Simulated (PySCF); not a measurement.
# CuH4NS: core ionisation energies

Species: Cu(NH3)(SH) (singlet state).
Cartesian coordinates in Å at the PBE0-D3(BJ)/def2-SVP level; atoms count from 1:
```
atom  x, y, z in Å
Cu1    0.158    0.071   -0.655
N2     0.148    0.050    1.307
H3     1.001    0.465    1.687
H4     0.089   -0.896    1.687
H5    -0.634    0.575    1.701
S6     0.241    0.124   -2.789
H7    -1.003   -0.388   -2.938
```

Computed with delta-SCF UKS SCAN, pcX-2 on the ionised atom (unc-x2c-TZVPall on a metal), pcseg-1 elsewhere, spin-free X2C in PySCF. These are vertical core ionisation energies against the vacuum level, from separate self-consistent calculations with and without the core hole.

Q: List the computed XPS lines with their assignment.

A: 
| atom(s) | bonded to | level | binding energy (eV) | 2p1/2 (eV) | count |
| --- | --- | --- | --- | --- | --- |
| Cu1 | N and S | Cu 2p3/2 | 937.88 | 958.53 | 1 |
| N2 | 3 H and Cu | N 1s | 407.92 | – | 1 |
| S6 | H and Cu | S 1s | 2475.06 | – | 1 |

Q: Give the binding energy of S 1s of S6 in hartree and in kJ/mol.

A: 2475.06 eV = 90.9568 Eh = 238807 kJ/mol.

Q: Which photon wavelength matches the S 1s of S6 threshold?

A: λ = hc/E = 12398.42 eV Å / 2475.06 eV = 5.009 Å.

Not every level is listed. Spin–orbit coupling isn't in the SCF: each 2p doublet comes from a relaxed spin-free hole plus a matrix of the shell (mean-field spin–orbit coupling and the ground-state 2p splitting), with 2p3/2 averaged over its two sublevels. 2p1/2 minus 2p3/2 (ligand field included): Cu 20.65 eV. Satellites of the metal's 2p lines aren't described. Isolated species at its PBE0-D3(BJ)/def2-SVP geometry, gas phase. Metal 2p energies of this one-determinant scheme are less reliable than its 1s energies.

On one thread, Arm Neoverse N1, on a shared host, this took 23 s.
